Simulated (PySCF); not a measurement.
H3O3Si, SMILES O[Si](O)O, multiplicity 2. Atoms are numbered in the order given.

```xyz
7

O     -0.7079    -1.3814    -0.2238
Si     0.0000     0.0000     0.3731
O     -0.8424     1.3038    -0.2238
O      1.5503     0.0776    -0.2238
H     -1.6211    -1.5340     0.0490
H     -0.5179     2.1709     0.0490
H      2.1390    -0.6370     0.0490
```
Charge 0, spin multiplicity 2.

Geometry optimised at r2SCAN-D4/def2-SVP. The isomer is the one that the SMILES or the coordinates give; other isomers of the formula were not compared. One conformer was computed; it need not be the lowest.

These are PBE/def2-TZVPD (PySCF) values and carry that method's errors.

Mulliken values depend strongly on the basis, most of all with diffuse functions as here. ESP charges are fitted to the potential on shells at 1.4 to 2.0 van der Waals radii. Atomic charges (e):

```json
[
 {"atom": "O1", "Mulliken": "-0.35", "meta-Löwdin": "(withheld)", "ESP fit": "-0.40", "Mulliken spin": "0.07"},
 {"atom": "Si2", "Mulliken": "0.24", "meta-Löwdin": "(withheld)", "ESP fit": "0.06", "Mulliken spin": "0.79"},
 {"atom": "O3", "Mulliken": "-0.35", "meta-Löwdin": "(withheld)", "ESP fit": "-0.40", "Mulliken spin": "0.07"},
 {"atom": "O4", "Mulliken": "-0.35", "meta-Löwdin": "(withheld)", "ESP fit": "-0.40", "Mulliken spin": "0.07"},
 {"atom": "H5", "Mulliken": "0.27", "meta-Löwdin": "(withheld)", "ESP fit": "0.38", "Mulliken spin": "0.00"},
 {"atom": "H6", "Mulliken": "0.27", "meta-Löwdin": "(withheld)", "ESP fit": "0.38", "Mulliken spin": "0.00"},
 {"atom": "H7", "Mulliken": "0.27", "meta-Löwdin": "(withheld)", "ESP fit": "0.38", "Mulliken spin": "0.00"}
]
```

Problem. What belongs in the gaps? (An estimate is asked for; the answer gives what the named calculation found.)

Solution. 
- O1, meta-Löwdin: -0.72
- Si2, meta-Löwdin: 1.11
- O3, meta-Löwdin: -0.72
- O4, meta-Löwdin: -0.72
- H5, meta-Löwdin: 0.35
- H6, meta-Löwdin: 0.35
- H7, meta-Löwdin: 0.35
